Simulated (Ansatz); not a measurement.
One change: `N[SiH2]C1=CS1` becomes `FCC1=CS1`.

Ansatz, PBE0-D4/def2-TZVP geometries, multiplicity 1. Each molecule was computed in one conformer, which needn't be the lowest.

```csv
property,`N[SiH2]C1=CS1`
HOMO–LUMO gap (PBE/def2-TZVPP) / eV,2.51
LUMO energy (PBE/def2-TZVPP) / eV,-1.81
HOMO energy (B3LYP/def2-TZVPP) / eV,-5.24
HOMO–LUMO gap (PBE0/def2-TZVPP) / eV,4.62
HOMO energy (PBE/def2-TZVPP) / eV,-4.32
HOMO–LUMO gap (ωB97M-V/def2-TZVPP) / eV,8.93
```

Question: What does the change do to each property? (Estimate.)

Answer: Ansatz gave: 
```
                               property  `FCC1=CS1`  shift
    HOMO–LUMO gap (PBE/def2-TZVPP) / eV        2.54   0.03
      LUMO energy (PBE/def2-TZVPP) / eV       -2.00  -0.19
    HOMO energy (B3LYP/def2-TZVPP) / eV       -5.49  -0.25
   HOMO–LUMO gap (PBE0/def2-TZVPP) / eV        4.73   0.11
      HOMO energy (PBE/def2-TZVPP) / eV       -4.54  -0.22
HOMO–LUMO gap (ωB97M-V/def2-TZVPP) / eV        9.10   0.17
```

With PBE0 the HOMO falls by 0.24 eV and the LUMO falls by 0.12 eV, so the gap widens by about 0.12 eV. PBE moves the HOMO by -0.22 eV and ωB97M-V by -0.24 eV.

B3LYP here is the variant with VWN-RPA as its local correlation; programs differ in this.
